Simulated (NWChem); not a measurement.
System: C$_{2}$H$_{3}$F$_{2}$NSi; SMILES N#CC(F)(F)[SiH3]

NWChem printed, in part:

```
             Northwest Computational Chemistry Package (NWChem) 7.3.0
             --------------------------------------------------------

 CS  symmetry detected

                             Geometry "geometry" -> ""
                             -------------------------

 Output coordinates in angstroms (scale by  1.889725989 to convert to a.u.)

  No.       Tag          Charge          X              Y              Z
 ---- ---------------- ---------- -------------- -------------- --------------
    1 N                    7.0000    -1.01237504    -2.33580923     0.00000000
    2 C                    6.0000    -0.36183985    -1.37541019     0.00000000
    3 C                    6.0000     0.36510043    -0.08960290     0.00000000
    4 F                    9.0000     1.17584783    -0.05274394    -1.10895000
    5 F                    9.0000     1.17584783    -0.05274394     1.10895000
    6 Si                  14.0000    -0.78469017     1.47120594     0.00000000
    7 H                    1.0000    -1.61747719     1.42613040    -1.22367900
    8 H                    1.0000     0.12241761     2.64099006     0.00000000
    9 H                    1.0000    -1.61747719     1.42613040     1.22367900

 Effective nuclear repulsion energy (a.u.)     279.9306935000

      Symmetry information
      --------------------

 Group name             Cs
 Group number              2
 Group order               2
 No. of unique centers     7

                                 NWChem DFT Module
                                 -----------------

 Summary of "ao basis" -> "ao basis" (spherical)
 ------------------------------------------------------------------------------
       Tag                 Description            Shells   Functions and Types
 ---------------- ------------------------------  ------  ---------------------
 N                          def2-svp                 6       14   3s2p1d
 C                          def2-svp                 6       14   3s2p1d
 F                          def2-svp                 6       14   3s2p1d
 Si                         def2-svp                 8       18   4s3p1d
 H                          def2-svp                 3        5   2s1p

      Symmetry analysis of basis
      --------------------------

        a'         66
        a"         37

[...]

                                NWChem TDDFT Module
                                -------------------

            General Information
            -------------------
           No. of orbitals :     206
            Alpha orbitals :     103
             Beta orbitals :     103
        Alpha frozen cores :       0
         Beta frozen cores :       0
     Alpha frozen virtuals :       0
      Beta frozen virtuals :       0
         Spin multiplicity :       1
    Number of AO functions :     103
        Use of symmetry is : off
      Symmetry adaption is : on
         Schwarz screening :  0.10D-07

              XC Information
              --------------
                  B3LYP Method XC Potential
              Hartree-Fock (Exact) Exchange   0.20
                 Slater Exchange Functional   0.80 local
             Becke 1988 Exchange Functional   0.72 non-local
       Lee-Yang-Parr Correlation Functional   0.81
           VWN I RPA Correlation Functional   0.19 local

             TDDFT Information
             -----------------
          Calculation type : TDDFT
         Wavefunction type : Restricted singlets
          No. of electrons :      54
           Alpha electrons :      27
            Beta electrons :      27
              No. of roots :       8
          Max subspacesize :    5600
            Max iterations :     100
               Target root :       1
           Target symmetry : none
      Symmetry restriction : off
                 Algorithm : Optimal
        Davidson threshold :  0.10D-03

    8 smallest eigenvalue differences (eV)
--------------------------------------------------------
  No. Spin  Occ  Vir  Irrep   E(Occ)    E(Vir)   E(Diff)
--------------------------------------------------------
    1    1   27   28 a'       -0.341    -0.033     8.380
    2    1   27   29 a"       -0.341    -0.031     8.429
    3    1   26   28 a"       -0.372    -0.033     9.233
    4    1   25   28 a'       -0.374    -0.033     9.280
    5    1   26   29 a'       -0.372    -0.031     9.281
    6    1   27   30 a'       -0.341     0.001     9.304
    7    1   25   29 a"       -0.374    -0.031     9.328
    8    1   24   28 a"       -0.386    -0.033     9.622
--------------------------------------------------------

  Entering Davidson iterations
  Restricted singlet excited states

  Iter   NTrls   NConv    DeltaV     DeltaE      Time
  ----  ------  ------  ---------  ---------  ---------
    1      8       0     0.55E+00   0.10+100       21.9
    2     24       0     0.80E-01   0.11E+00       32.0
    3     40       0     0.51E-01   0.18E-01       30.0
    4     56       0     0.17E-01   0.24E-02       31.0
    5     72       0     0.56E-02   0.14E-03       31.0
    6     88       0     0.45E-01   0.35E-03       24.1
    7    104       3     0.14E-01   0.12E-02       19.2
    8    114       5     0.51E-02   0.11E-03       14.4
    9    120       6     0.22E-02   0.10E-04       11.7
   10    124       7     0.81E-03   0.16E-05       11.9
   11    126       7     0.32E-03   0.21E-06        7.7
   12    128       7     0.10E-03   0.30E-07        7.8
   13    130       8     0.80E-04   0.30E-08       11.0
  ----  ------  ------  ---------  ---------  ---------
  Convergence criterion met

  Ground state a'       -621.568319020697 a.u.

[...]
```

Level: B3LYP/def2-SVP, full TDDFT. The geometry was optimised at B3LYP/6-31G* (spherical d). B3LYP is NWChem's, with the RPA form of VWN correlation.

Problem. Which NWChem input produces such a log?

Solution. Several could match; the one computed here: the input that was run:
```
start job
memory heap 200 mb stack 900 mb global 1100 mb
geometry units angstroms noautoz
  N     -0.997128    -2.360928     0.000000
  C     -0.349579    -1.398513     0.000000
  C      0.373364    -0.110454     0.000000
  F      1.183993    -0.071077    -1.108950
  F      1.183993    -0.071077     1.108950
  Si    -0.781269     1.446776     0.000000
  H     -1.613912     1.399114    -1.223679
  H      0.122201     2.619372     0.000000
  H     -1.613912     1.399114     1.223679
end
basis spherical
  * library def2-svp
end
dft
  xc b3lyp
  iterations 150
end
tddft
  nroots 8
  notriplet
end
task tddft energy
```
